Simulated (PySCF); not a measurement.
## Working out the ionisation energy of Br⁺

Br⁺ [Ar] 3d10 4s2 4p4 (3P) → Br²⁺ [Ar] 3d10 4s2 4p3 (4S). Calculation: PySCF 2.14, in def2-SVP (5s4p3d, 32 functions); no relativity, point nucleus. Frozen: [Ar] 3d10. Energies in hartree (1 hartree = 27.21139 eV):

```
            part   Br⁺ (lower)  Br²⁺ (upper)
             UHF  -2571.685173  -2570.938952
CCSD correlation     -0.093729     -0.077716
             (T)     -0.001151     -0.000795
```

**Question.** What does Hartree-Fock give?

**Answer.** (-2570.938952) − (-2571.685173) = 0.746221 hartree = 20.306 eV.

**Question.** What do CCSD and CCSD(T) give?

**Answer.** The CCSD correlation energies differ by 0.016013 hartree = 0.436 eV and the triples by 0.000356 hartree = 0.010 eV, so CCSD gives 20.742 eV and CCSD(T) 20.752 eV.

Measured between the centres of the two terms (NIST): 21.409 eV, so CCSD(T) (valence) is off by -0.657 eV.

The calculation is non-relativistic.

A double-zeta basis recovers only part of the correlation energy.

What remains against the reference includes basis incompleteness, the frozen core and higher excitations.
